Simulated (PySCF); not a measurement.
C₃HBrClF, SMILES FC(Cl)=C=CBr.

The structure is a stationary point at r2SCAN-D4/def2-SVP.

The numbers are results of r2SCAN-D4/def2-SVP (PySCF), not measurements.

Frequencies are harmonic and unscaled.

```csv
mode,ν (cm⁻¹),IR (km/mol),Raman (Å⁴/amu),depolarisation,moving atoms (share of kinetic energy)
1,73,0.0,4.2,0.65,"Cl 44 %, Br 28 %, C 27 %"
2,95,0.0,2.1,0.73,"F 46 %, C 35 %, Br 13 %"
3,224,0.8,6.3,0.69,"C 58 %, H 17 %, Cl 14 %"
4,316,0.3,9.7,0.27,"C 49 %, F 25 %, Br 18 %"
5,421,10.5,3.1,0.30,"C 40 %, F 37 %, Cl 18 %"
6,515,1.6,3.8,0.26,"C 66 %, Cl 24 %"
7,532,12.8,2.4,0.63,"C 81 %, Cl 10 %"
8,648,42.2,14.8,0.13,C 82 %
9,693,183.5,3.9,0.46,"C 59 %, F 25 %, Cl 10 %"
10,793,19.9,2.1,0.75,"H 73 %, C 27 %"
11,1088,215.7,5.3,0.35,"C 70 %, F 20 %, H 8 %"
12,1185,91.6,18.0,0.53,"H 80 %, C 16 %"
13,1400,91.5,6.8,0.66,C 88 %
14,2063,444.2,8.8,0.44,C 99 %
15,3187,1.4,143.6,0.30,"H 91 %, C 9 %"
```
